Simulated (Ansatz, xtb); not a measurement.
System: KAu, charge 0, multiplicity 1. SMILES: [K][Au]
Geometry from a B3LYP-D3(BJ)/def2-TZVP (Ansatz, a quantum-chemistry and plane-wave program) optimisation:
```xyz
2

K      0.0000     0.0000    -2.3756
Au     0.0000     0.0000     0.5713
```

Harmonic wavenumbers from GFN2-xTB (xtb, at its own minimum), cm⁻¹: 207.

**Question.** Give the harmonic wavenumbers at B3LYP-D3(BJ)/def2-TZVP (Ansatz, finite differences of forces, unscaled).

**Answer.** 158 cm⁻¹. Zero-point energy 0.2 kcal/mol.

**Question.** From these and the geometry, give the ideal-gas thermochemistry at 298.15 K and 1 atm (rigid rotor, harmonic oscillator).

**Answer.** Point group C∞v, rotational symmetry number 1. Rotational constants 1.784, 1.784 GHz. S(trans) 42.28, S(rot) 18.19, S(vib) 2.57, S(elec, spin only) 0.00, S 63.0 cal/(mol K). H(298) - H(0) 2.47 kcal/mol; G - E(el) -16.1 kcal/mol.
